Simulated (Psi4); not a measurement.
C$_{5}$H$_{10}$O$_{2}$, charge +1, doublet, geometry from GFN2-xTB (a state made from the parent by changing its charge; the spin is typed, not shown lowest); HF/STO-3G in Psi4.

Here is a job for Psi4.
```
memory 2 GB

molecule mol {
1 2
  C    -0.806352    0.198690    1.531121
  C    -0.637274    0.164710    0.030526
  C    -1.548476   -0.812213   -0.661310
  C    -0.549972    1.508840   -0.655866
  C     0.934292   -0.368076   -0.119253
  O     1.726726    0.436173    0.491774
  O     1.115865   -1.357051   -0.732511
  H    -0.154168    0.926801    2.006921
  H    -1.844276    0.474096    1.743707
  H    -0.662128   -0.779148    1.991305
  H    -2.580120   -0.468039   -0.568159
  H    -1.500896   -1.803148   -0.215030
  H    -1.330206   -0.893609   -1.723709
  H     0.098923    2.203741   -0.128479
  H    -0.235023    1.429103   -1.696561
  H    -1.558815    1.933012   -0.683790
  H     2.672678    0.192508    0.448373
}

set basis sto-3g
set reference uhf
set stability_analysis follow
set scf_type pk

energy('scf')
print_variables()
```

### Question
Write the output that Psi4 gives for this input, abridged.

### Answer

```
   => Loading Basis Set <=

    Name: STO-3G
    Role: ORBITAL
    Keyword: BASIS

         ---------------------------------------------------------
                                   SCF
               by Justin Turney, Rob Parrish, Andy Simmonett
                          and Daniel G. A. Smith
                              UHF Reference
         ---------------------------------------------------------

  ==> Geometry <==

    Molecular point group: c1
    Full point group: C1

    Geometry (in Angstrom), charge = 1, multiplicity = 2:

       Center              X                  Y                   Z               Mass
    ------------   -----------------  -----------------  -----------------  -----------------
         C           -0.875169541707     0.229899326555     1.542526942534    12.000000000000
         C           -0.706091541707     0.195919326555     0.041931942534    12.000000000000
         C           -1.617293541707    -0.781003673445    -0.649904057466    12.000000000000
         C           -0.618789541707     1.540049326555    -0.644460057466    12.000000000000
         C            0.865474458293    -0.336866673445    -0.107847057466    12.000000000000
         O            1.657908458293     0.467382326555     0.503179942534    15.994914619570
         O            1.047047458293    -1.325841673445    -0.721105057466    15.994914619570
         H           -0.222985541707     0.958010326555     2.018326942534     1.007825032230
         H           -1.913093541707     0.505305326555     1.755112942534     1.007825032230
         H           -0.730945541707    -0.747938673445     2.002710942534     1.007825032230
         H           -2.648937541707    -0.436829673445    -0.556753057466     1.007825032230
         H           -1.569713541707    -1.771938673445    -0.203624057466     1.007825032230
         H           -1.399023541707    -0.862399673445    -1.712303057466     1.007825032230
         H            0.030105458293     2.234950326555    -0.117073057466     1.007825032230
         H           -0.303840541707     1.460312326555    -1.685155057466     1.007825032230
         H           -1.627632541707     1.964221326555    -0.672384057466     1.007825032230
         H            2.603860458293     0.223717326555     0.459778942534     1.007825032230

  Running in c1 symmetry.

  Rotational constants: A =      0.10968  B =      0.08144  C =      0.06866 [cm^-1]
  Rotational constants: A =   3287.99526  B =   2441.41608  C =   2058.49832 [MHz]
  Nuclear repulsion =  331.849902197148708

  Charge       = 1
  Multiplicity = 2
  Electrons    = 55
  Nalpha       = 28
  Nbeta        = 27

  ==> Algorithm <==

  SCF Algorithm Type is PK.
  DIIS enabled.
  MOM disabled.
  Fractional occupation disabled.
  Guess Type is SAD.
  Energy threshold   = 1.00e-06
  Density threshold  = 1.00e-06
  Integral threshold = 1.00e-12

  ==> Primary Basis <==

  Basis Set: STO-3G
    Blend: STO-3G
    Number of shells: 31
    Number of basis functions: 45
    Number of Cartesian functions: 45
    Spherical Harmonics?: true
    Max angular momentum: 1

  ==> Integral Setup <==

  Using in-core PK algorithm.
   Calculation information:
      Number of atoms:                  17
      Number of AO shells:              31
      Number of primitives:             93
      Number of atomic orbitals:        45
      Number of basis functions:        45

      Integral cutoff                 1.00e-12
      Number of threads:                 1

  Performing in-core PK
  Using 1072260 doubles for integral storage.
  We computed 115546 shell quartets total.
  Whereas there are 123256 unique shell quartets.

  ==> DiskJK: Disk-Based J/K Matrices <==

    J tasked:                  Yes
    K tasked:                  Yes
    wK tasked:                  No
    Schwarz Cutoff:          1E-12

  Minimum eigenvalue in the overlap matrix is 1.9933557660E-01.
  Reciprocal condition number of the overlap matrix is 7.6622074207E-02.
    Using symmetric orthogonalization.

  ==> Pre-Iterations <==

  SCF Guess: Superposition of Atomic Densities via on-the-fly atomic UHF (no occupation information).

   -------------------------
    Irrep   Nso     Nmo
   -------------------------
     A         45      45
   -------------------------
    Total      45      45
   -------------------------

  ==> Iterations <==

                        Total Energy        Delta E     RMS |[F,P]|

   @UHF iter SAD:  -335.43872251214901   -3.35439e+02   0.00000e+00
   @UHF iter   1:  -340.04703231109522   -4.60831e+00   1.26529e-02 ADIIS/DIIS
   @UHF iter   2:  -340.17148281155880   -1.24451e-01   9.89556e-03 ADIIS/DIIS
   @UHF iter   3:  -340.27062850747438   -9.91457e-02   1.69100e-03 ADIIS/DIIS
   @UHF iter   4:  -340.28159004797647   -1.09615e-02   1.26610e-03 ADIIS/DIIS
   @UHF iter   5:  -340.29036399198731   -8.77394e-03   8.17926e-04 ADIIS/DIIS
   @UHF iter   6:  -340.29698893829618   -6.62495e-03   3.25726e-04 ADIIS/DIIS
   @UHF iter   7:  -340.29775786480030   -7.68927e-04   1.64258e-04 ADIIS/DIIS
   @UHF iter   8:  -340.29796698235577   -2.09118e-04   8.00334e-05 DIIS
   @UHF iter   9:  -340.29801848067837   -5.14983e-05   3.61940e-05 DIIS
   @UHF iter  10:  -340.29802695847479   -8.47780e-06   1.37028e-05 DIIS
   @UHF iter  11:  -340.29802791723910   -9.58764e-07   5.39790e-06 DIIS
   @UHF iter  12:  -340.29802805187370   -1.34635e-07   1.93211e-06 DIIS
   @UHF iter  13:  -340.29802807577738   -2.39037e-08   7.25730e-07 DIIS
  Energy and wave function converged.

    Wavefunction stable under totally symmetric rotations.
    Lowest totally symmetric eigenvalue: 0.071216
    Lowest UHF->UHF stability eigenvalues:
       A 0.071216

    Stability analysis over.

  ==> Post-Iterations <==

   @Spin Contamination Metric:   2.325268704E-02
   @S^2 Expected:                7.500000000E-01
   @S^2 Observed:                7.732526870E-01
   @S   Expected:                5.000000000E-01
   @S   Observed:                5.000000000E-01

    Orbital Energies [Eh]
    ---------------------

    Alpha Occupied:

[...]
      28A     -0.615412

    Alpha Virtual:

[...]
    Beta Occupied:

[...]
    Beta Virtual:

[...]
    Final Occupation by Irrep:
              A
    DOCC [    27 ]
    SOCC [     1 ]
    NA   [    28 ]
    NB   [    27 ]

  @UHF Final Energy:  -340.29802807577738

   => Energetics <=

    Nuclear Repulsion Energy =            331.8499021971487082
    One-Electron Energy =               -1109.9728012504656363
    Two-Electron Energy =                 437.8248709775395469
    Total Energy =                       -340.2980280757773812

  UHF NO Occupations:
  HONO-2 :   26  A 1.9950348
  HONO-1 :   27  A 1.9946510
  HONO-0 :   28  A 1.0000000
  LUNO+0 :   29  A 0.0053490
  LUNO+1 :   30  A 0.0049652
  LUNO+2 :   31  A 0.0007135
  LUNO+3 :   32  A 0.0004764

Computation Completed

Properties will be evaluated at   0.000000,   0.000000,   0.000000 [a0]

Properties computed using the SCF density matrix

 Multipole Moments:

 ------------------------------------------------------------------------------------
     Multipole            Electronic (a.u.)      Nuclear  (a.u.)        Total (a.u.)
 ------------------------------------------------------------------------------------

 L = 1.  Multiply by 2.5417464519 to convert [e a0] to [Debye]
 Dipole X            :          8.5734461           -7.2825837            1.2908624
 Dipole Y            :         -3.5795789            3.3027146           -0.2768643
 Dipole Z            :         -1.2283427            1.2070111           -0.0213316
 Magnitude           :                                                    1.3203918

 ------------------------------------------------------------------------------------

  Variable Map:
  ----------------------------------------------------------------------------
[...]
  Array Variable Map:
  ----------------------------------------------------------------------------
[...]
[...]
```
